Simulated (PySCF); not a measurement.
# Computed records: B2H5NO, BFH3Si, AlBH2O2, C2H7NSi

All values are calculated (PySCF 2.14.0). Calculation on a computer-drawn molecule: optimised geometry and harmonic frequencies of an isolated molecule of the commonest isotopes, restricted reference for singlets and unrestricted otherwise, frozen core in MP2.

Common to all runs: charge 0; method HF.

(1) B2H5NO

Start structure:
```xyz
9
B2H5NO
B     -1.3951    -0.2029    -1.2729
O     -0.2051    -0.7671    -1.1734
B      0.9867    -1.3800    -1.0629
N      2.1184    -0.5681    -0.8167
H     -1.7691     0.1369    -2.2946
H     -1.9949     0.0533    -0.2757
H      1.0746    -2.5679    -1.0709
H      2.1364     0.3915    -0.7645
H      3.0682    -0.9572    -0.7812
```

```
multiplicity                                  : 1
basis                                         : cc-pVDZ
rotational constants                          : 46.16, 4.383, 4.003 GHz
total energy                                  : -181.7302 hartree
convergence status largest gradient component : 5.242e-06 hartree/bohr
```

Drawn bonds:
```csv
atom,other atom,order
1,2,1
2,3,1
3,4,1
1,5,1
1,6,1
3,7,1
4,8,1
4,9,1
```

Optimised structure:
```xyz
9
B2H5NO
B     -1.3676    -0.2782    -1.3392
O     -0.0299    -0.1042    -1.3021
B      0.9185    -1.0212    -0.8796
N      2.2590    -0.6524    -0.9165
H     -2.0418     0.6324    -1.7379
H     -1.8645    -1.3151    -0.9829
H      0.5929    -2.1090    -0.4905
H      2.5585     0.2460    -1.2356
H      2.9950    -1.2597    -0.6285
```

Modes:
```csv
frequency (cm⁻¹),reduced mass (dalton)
109,2.897
264.9,2.527
298.6,1.176
469.8,2.933
481.9,1.221
662.8,1.223
887.7,1.767
1006,1.461
1039,1.29
1145,1.373
1154,1.559
1226,1.776
1302,1.682
1433,2.624
1471,3.368
1740,1.282
2659,1.052
2717,1.096
2733,1.128
3822,1.052
3937,1.098
```

(2) BFH3Si

Start structure:
```xyz
6
BFH3Si
B     -2.3306     1.3070    -1.8945
Si    -0.5656     0.8755    -1.3635
F      0.1272     1.5054     0.0001
H     -2.7865     0.8824    -2.8377
H     -2.9723     2.0467    -1.2882
H      0.5921     0.0924    -1.7726
```

```
multiplicity                                  : 2
basis                                         : cc-pV(D+d)Z
rotational constants                          : 31.82, 6.323, 5.275 GHz
total energy                                  : -414.7976 hartree
spin squared                                  : 0.7613
convergence status largest gradient component : 2.529e-05 hartree/bohr
```

Drawn bonds:
```csv
atom,other atom,order
1,2,1
2,3,1
1,4,1
1,5,1
2,6,1
```

Optimised structure:
```xyz
6
BFH3Si
B     -2.3099     1.3280    -1.8740
Si    -0.5360     0.9239    -1.2866
F      0.1305     1.5379     0.0466
H     -2.6769     0.8004    -2.8849
H     -3.0139     2.0710    -1.2572
H      0.4706     0.0483    -1.9002
```

Modes:
```csv
frequency (cm⁻¹),reduced mass (dalton)
150.8,1.511
231.1,3.025
427.9,1.03
641.5,1.647
732.5,3.242
854.4,1.233
895,1.582
959.7,2.757
1228,1.189
2386,1.043
2690,1.05
2790,1.129
```

(3) AlBH2O2

Start structure:
```xyz
6
AlBH2O2
B     -2.6739    -2.1995    -1.3980
O     -1.3625    -1.8287    -1.1759
Al     0.2744    -1.3910    -1.0184
O      1.6357    -0.9193    -0.6807
H     -2.9265    -2.8851    -2.3236
H     -3.4389    -1.8918    -0.6533
```

```
multiplicity                                  : 1
basis                                         : cc-pV(D+d)Z
rotational constants                          : 227.9, 2.736, 2.704 GHz
total energy                                  : -417.5562 hartree
convergence status largest gradient component : 9.467e-06 hartree/bohr
```

Drawn bonds:
```csv
atom,other atom,order
1,2,1
2,3,1
3,4,2
1,5,1
1,6,1
```

Optimised structure:
```xyz
6
AlBH2O2
B     -2.6438    -2.2175    -1.4008
O     -1.3585    -1.8359    -1.1994
Al     0.2072    -1.3706    -0.9541
O      1.6978    -0.9276    -0.7206
H     -2.9091    -2.8936    -2.3565
H     -3.4853    -1.8700    -0.6185
```

Modes:
```csv
frequency (cm⁻¹),reduced mass (dalton)
60.91,3.552
98.54,4.901
238.9,17.24
258.8,16.59
647.4,6.872
1064,1.32
1146,1.362
1195,6.525
1343,1.406
1441,5.313
2677,1.046
2753,1.132
```

(4) C2H7NSi

Start structure:
```xyz
11
C2H7NSi
C      1.6635     0.0399     1.3200
N      0.6772     0.1689     0.2232
C     -0.5517    -0.2806     0.4311
Si    -2.1091     0.4729     0.0360
H      2.6471     0.3353     0.9213
H      1.4174     0.6536     2.1851
H      1.6573    -0.9784     1.6113
H      0.6932     1.0846    -0.2189
H     -0.6484    -1.3104     0.9557
H     -3.3444    -0.1352     0.1086
H     -2.1454     1.7973    -0.5953
```

```
multiplicity         : 1
basis                : cc-pV(D+d)Z
rotational constants : ?
total energy         : ?
```

Drawn bonds:
```csv
atom,other atom,order
1,2,1
2,3,1
3,4,2
1,5,1
1,6,1
1,7,1
2,8,1
3,9,1
4,10,1
4,11,1
```

Q: What rotational constants does the calculation give for C2H7NSi (entry 4)?
A: 32.07, 2.359, 2.266 GHz

Q: Give the missing total energy for C2H7NSi (entry 4).
A: -423.1248 hartree

Q: Give the table of modes values for C2H7NSi (entry 4).
A: 
Modes:
```csv
frequency (cm⁻¹),reduced mass (dalton)
108.9,1.365
166.9,1.892
206.1,2.095
322,1.581
398.9,3.947
520,1.307
664.9,1.385
771,1.469
855.1,1.661
1007,1.09
1079,2.435
1105,1.183
1229,1.438
1238,1.382
1442,1.33
1490,1.785
1581,1.193
1582,1.043
1608,1.057
1756,2.23
2157,1.042
2196,1.041
3195,1.035
3270,1.106
3282,1.088
3310,1.105
3803,1.077
```

Further results for C2H7NSi (entry 4):

```
convergence status largest gradient component : 2.684e-05 hartree/bohr
```

Optimised structure:
```xyz
11
C2H7NSi
C      1.6913    -0.0215     1.2360
N      0.4727     0.4700     0.6234
C     -0.6989    -0.1087     0.6396
Si    -2.3780     0.6417     0.2717
H      2.5018    -0.0320     0.5073
H      1.9816     0.6085     2.0784
H      1.5275    -1.0349     1.5948
H      0.5253     1.3721     0.1889
H     -0.6789    -1.0887     1.1176
H     -2.9837    -0.5384    -0.4312
H     -2.0038     1.5798    -0.8485
```
